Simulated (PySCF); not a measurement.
Two species compared at the same levels of theory.

First species: C3H9O2PSi2.
Geometry (GFN2-xTB, Å), atoms numbered from 1 in this order:
```
atom  x, y, z in Å
C1    -1.549   -2.030    0.042
C2    -1.340   -0.842   -0.506
Si3   -0.321    0.540    0.294
O4    -0.018    0.235    1.865
C5    -1.456    2.089    0.276
O6    -1.757    2.638    1.310
Si7    1.743    0.862   -0.732
P8     3.042   -0.966   -0.723
H9    -2.112   -2.808   -0.451
H10   -1.167   -2.272    1.020
H11   -1.739   -0.655   -1.496
H12   -0.529    0.674    2.545
H13   -1.832    2.496   -0.683
H14    2.562    1.919   -0.122
H15    1.591    1.221   -2.151
H16    2.838   -1.250    0.617
H17    2.038   -1.838   -1.115
```

Second species: C5H8ClNSi.
SMILES: `C=C(C#N)[Si](C)(C)Cl`

Levels: B3LYP/def2-SVPD for HOMO energy, LUMO energy, HOMO–LUMO gap and static isotropic polarisability; TDDFT B3LYP/def2-SVPD for lowest singlet excitation; TDA B3LYP/def2-SVPD for lowest triplet excitation (Tamm–Dancoff). Geometries: GFN2-xTB. Each structure is a single optimised conformer of the isolated species, non-relativistic unless stated; the electronic structure was computed with PySCF and density fitting.

The conformers computed, where there is a choice (atom-mapped SMILES and torsion angles):
- `[CH2:1]=[C:2]([C:3]#[N:4])[Si:5]([CH3:6])([CH3:7])[Cl:8]`: C1–C2–Si5–C6 117°

The conformers of `C=C[Si@](O)(C=O)[SiH2]P` aren't listed.

Values for the first species:

| Quantity | Value |
| --- | --- |
| HOMO energy | -6.69 eV |
| LUMO energy | -2.14 eV |
| HOMO–LUMO gap | 4.55 eV |
| Lowest singlet excitation | 3.13 eV |
| Lowest triplet excitation (Tamm–Dancoff) | 2.49 eV |
| Static isotropic polarisability | 131.1 au |

Question: Estimate the same properties for the second species, and the change in each.

Answer: 
```csv
property,first,second,second less first
HOMO energy,-6.69 eV,-8.12 eV,-1.43 eV
LUMO energy,-2.14 eV,-2.00 eV,+0.14 eV
HOMO–LUMO gap,4.55 eV,6.12 eV,+1.57 eV
lowest singlet excitation,3.13 eV,5.51 eV,+2.38 eV
lowest triplet excitation (Tamm–Dancoff),2.49 eV,3.70 eV,+1.21 eV
static isotropic polarisability,131.1 au,102.3 au,-28.8 au
```

On the first: The principal polarisabilities are 105.6, 131.3 and 156.5 au; their mean is the isotropic value. 1 of the 8 computed singlets lies in the visible range (750 to 380 nm, 1.65 to 3.26 eV), with an oscillator strength of 0.015.

On the second: The principal polarisabilities are 85.2, 103.6 and 118.1 au; their mean is the isotropic value. S1 lies 0.61 eV below the HOMO–LUMO gap; its leading configuration is HOMO−1→LUMO, weight 0.94.
